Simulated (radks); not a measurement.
The chlorine ion Cl8+, configuration [He] 2s2 2p5 (the NIST ground configuration). All-electron calculation, scalar-relativistic Kohn-Sham, PBE, spin-polarised, spherical densities, finite nucleus; open shells are filled with parallel spins first; Fermi nuclear charge, rms radius 3.3654 fm. Program: a radial shooting solver on a logarithmic mesh with Libxc functionals.

Normalised radial functions P(r) = r R(r), r in bohr:

r	2s down	2p down	3s up
0.003309	0.1266	0.0019	0.0566
0.00414	0.1558	0.0029	0.0696
0.005221	0.1925	0.0045	0.0860
0.006531	0.2350	0.0069	0.1050
0.008171	0.2851	0.0106	0.1274
0.01031	0.3456	0.0165	0.1544
0.01289	0.4121	0.0251	0.1841
0.01613	0.4855	0.0381	0.2167
0.02018	0.5629	0.0574	0.2511
0.02545	0.6419	0.0871	0.2861
0.03184	0.7086	0.1289	0.3152
0.03983	0.7535	0.1885	0.3342
0.05023	0.7593	0.2748	0.3348
0.06284	0.7048	0.3880	0.3075
0.07862	0.5700	0.5350	0.2428
0.09836	0.3380	0.7169	0.1332
0.124	-0.0090	0.9356	-0.0286
0.1552	-0.4274	1.1589	-0.2191
0.1942	-0.8777	1.3645	-0.4135
0.2448	-1.2929	1.5151	-0.5655
0.3063	-1.5481	1.5542	-0.6003
0.3832	-1.5867	1.4576	-0.4691
0.4794	-1.3960	1.2273	-0.1555
0.6046	-1.0268	0.8947	0.3063
0.7564	-0.6291	0.5605	0.7532
0.9464	-0.3075	0.2881	1.0350
1.193	-0.1091	0.1110	1.0299
1.493	-0.0282	0.0320	0.7692
1.868	-0.0047	0.0062	0.4268
2.337	-0.0005	0.0007	0.1686
2.947	0.0000	0.0000	0.0419
3.687	0.0000	0.0000	0.0066

2s down: eigenvalue -432.88 eV, 1 radial node at r = 0.123 bohr, <r> = 0.430 bohr, 90 % of the charge inside 0.668 bohr. 2p down: eigenvalue -374.98 eV, 0 radial nodes, <r> = 0.388 bohr, 90 % of the charge inside 0.638 bohr. 3s up (empty): eigenvalue -147.88 eV, 2 radial nodes at r = 0.120, 0.521 bohr, <r> = 1.14 bohr, 90 % of the charge inside 1.66 bohr.
